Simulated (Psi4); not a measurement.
C$_{3}$H$_{6}$NO, doublet (typed; the unrestricted solution is spin-contaminated), at a GFN2-xTB geometry. Base run: MP2/STO-3G (Psi4 1.11).

Psi4 was given this input:
```
memory 2 GB

molecule mol {
0 2
  C    -0.573406   -1.042484   -0.847476
  N     0.225803   -0.272321   -0.074848
  C     1.574085   -0.720220    0.183171
  C    -0.227933    0.906341    0.453381
  O    -1.345686    1.349776    0.282629
  H    -0.193542   -1.958740   -1.247516
  H    -1.570377   -0.700521   -1.031822
  H     1.561024   -1.687964    0.688367
  H     2.089525    0.000571    0.815548
  H     2.123845   -0.824779   -0.754247
  H     0.537918    1.417652    1.058112
}

set basis sto-3g
set reference uhf
set freeze_core true

energy('mp2')
print_variables()
```

Variants of this job, named by their change:

| change | basis functions | E (Eh) | MP2 correlation (Eh) |
|---|---|---|---|
| base | 31 | -243.43996 | -0.22875 |
| basis = 6-31G | 57 | -246.72981 | -0.48100 |
| basis = 3-21G | 57 | -245.46419 | -0.47655 |
| basis = def2-SV(P) | 82 | -246.85702 | -0.69415 |
| basis = 6-31G* | 87 | -247.06511 | -0.70348 |
| basis = pcseg-1 | 100 | -247.04306 | -0.74158 |
| basis = def2-SVP | 100 | -246.91749 | -0.73647 |
| basis = 6-31G** | 105 | -247.11325 | -0.74127 |
| basis = 6-31+G* | 107 | -247.08320 | -0.71321 |
| basis = 6-311G** | 126 | -247.21055 | -0.78397 |
| basis = def2-SVPD | 151 | -246.96961 | -0.77479 |
| basis = aug-pcseg-1 | 169 | -247.08839 | -0.77251 |
| basis = def2-TZVP | 191 | -247.36183 | -0.89902 |

Totals compare only among sets that treat the same electrons; sets with core potentials leave the core out.

Open shells are given as the SCF converged; they aren't shown to be the lowest states, and a large step between rows can be another state.
